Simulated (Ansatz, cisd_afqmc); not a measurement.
Species: GaF, charge 0, triplet. This triplet is an excited state, 3.7 eV above the singlet at CCSD(T)/cc-pV5Z (Ansatz, a quantum-chemistry and plane-wave program). GaF (SMILES [F][Ga], triplet).
B3LYP-D3(BJ)/def2-TZVP minimum from Ansatz:
```
F
Ga 1 1.7815
```
Charge 0, spin multiplicity 3.

Total energies in cc-pVDZ, 10 correlated electrons, 15 frozen orbitals. Radicals and triplets start from unrestricted determinants; spin-orbit coupling is neglected. Cores are frozen in correlated methods (noble-gas shells, and filled d and f shells in the p block). No relativity. The Monte Carlo rows (phaseless AFQMC, CISD trial, step 0.005/hartree) carry one-sigma bars that omit the constraint's bias. Outlying blocks are dropped, and bars are widened where a walk drifts. Over all cases where full CI ran beside it in this data, AFQMC minus full CI had a median of +0.1 mEh and passed +0.4 mEh in a tenth of the cases. The spin of FGa ([F][Ga], triplet) was assumed, and the state is the lowest solution found for it.

| method | program | energy (Eh) | minus CCSDTQ (mEh) |
|---|---|---|---|
| HF | Ansatz | -2022.60422 | 225.92 |
| MP2 | Ansatz | -2022.82103 | 9.10 |
| CCSD | Ansatz | -2022.82479 | 5.34 |
| CCSD(T) | Ansatz | -2022.82916 | 0.97 |
| CCSDT(Q) | Ansatz | -2022.83025 | -0.12 |
| CCSDTQ | Ansatz | -2022.83014 | 0.00 |
| AFQMC/CISD | cisd_afqmc | -2022.8298 ± 0.0002 | 0.4 ± 0.2 |

Rough core times of Ansatz's runs on a shared machine: CCSD(T) under 20 s, CCSDT(Q) 40 s, CCSDTQ 10 min.
